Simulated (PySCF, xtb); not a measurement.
Cl3H4NSi2, SMILES [SiH3]N[Si](Cl)(Cl)Cl. Other conformers were not sampled.

Harmonic wavenumbers (cm⁻¹) from GFN2-xTB (xtb 6.7.1) at its own minimum, in rising order: 23, 39, 91, 125, 134, 175, 210, 232, 252, 406, 523, 528, 578, 591, 726, 742, 783, 800, 983, 1198, 2261, 2279, 2286, 3482.

What does PBE0-D3(BJ)/def2-SVP in PySCF 2.14.0 give at its own minimum? (An estimate is asked for; the answer gives what the named calculation found.)

21, 61, 96, 157, 165, 216, 273, 285, 323, 450, 617, 619, 656, 714, 798, 929, 938, 958, 1002, 1190, 2238, 2242, 2268, 3624. Paired by order, the mean absolute difference is 65 cm⁻¹ and the zero-point energies are 27.8 and 29.8 kcal/mol.
